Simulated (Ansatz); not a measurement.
Two members of one family (Series [MoO3X]-), computed with Ansatz in the gas phase; def2 core potentials for Mo, no spin–orbit coupling. The two geometries come from different levels. Names give formal oxidation states. A dash marks a value that wasn't run or was left out as unsound. The structures are stationary points that may keep the symmetry of their start. Remarks come from the PBE and PBE0 runs and from stability tests at other levels; not every state was tested. HOMO above LUMO (over both spins in singlets and doublets, within one spin in higher multiplets; at PBE or PBE0), or a gap under 0.15 eV within one spin, warns that the state may not be the lowest or that an electron is smeared out.

First: [MoO3(OH)]- (singlet, charge -1, PBE0-D4/def2-SVPD geometry).

```xyz
6

Mo   -0.292    0.334    0.144
O    -1.663    0.104    1.156
O     0.836    1.409    0.879
O    -0.760    0.963   -1.389
O     0.553   -1.397   -0.111
H     1.326   -1.413   -0.680
```

```tsv
level	HOMO (eV)	vertical IE (eV)
PBE-D4/def2-SVPD	-1.69	–
PBE-D4/def2-TZVPD	-1.59	4.82
revPBE-D4/def2-TZVPD	-1.51	–
r2SCAN-D4/def2-TZVPD	-1.91	4.94
PBE0-D4/def2-SVPD	-3.27	–
```

Metal–donor distances: 4 × O 1.72 to 1.94 Å.

Second: [MoO3(NH2)]- (singlet, charge -1, r2SCAN-D4/def2-SVPD geometry).

```xyz
7

Mo    0.014    0.641   -0.437
O    -1.482    1.444   -0.056
O     1.358    1.632    0.038
O     0.047    0.235   -2.126
N     0.180   -1.080    0.588
H     0.359   -1.038    1.588
H    -0.476   -1.834    0.405
```

Problem. What does the change do? Estimate second minus first.

Solution. 
```json
{"level": "PBE-D4/def2-SVPD", "Δ HOMO (eV)": "0.15", "Δ vertical IE (eV)": "–"}
{"level": "PBE-D4/def2-TZVPD", "Δ HOMO (eV)": "0.12", "Δ vertical IE (eV)": "-0.36"}
{"level": "revPBE-D4/def2-TZVPD", "Δ HOMO (eV)": "0.12", "Δ vertical IE (eV)": "–"}
{"level": "r2SCAN-D4/def2-TZVPD", "Δ HOMO (eV)": "0.13", "Δ vertical IE (eV)": "-0.35"}
{"level": "PBE0-D4/def2-SVPD", "Δ HOMO (eV)": "0.26", "Δ vertical IE (eV)": "–"}
```

Metal–donor distances: 3 × O 1.74 Å, 1 × N 2.01 Å. Remarks: gap within one spin near zero at PBE or PBE0 (neutral doublet).
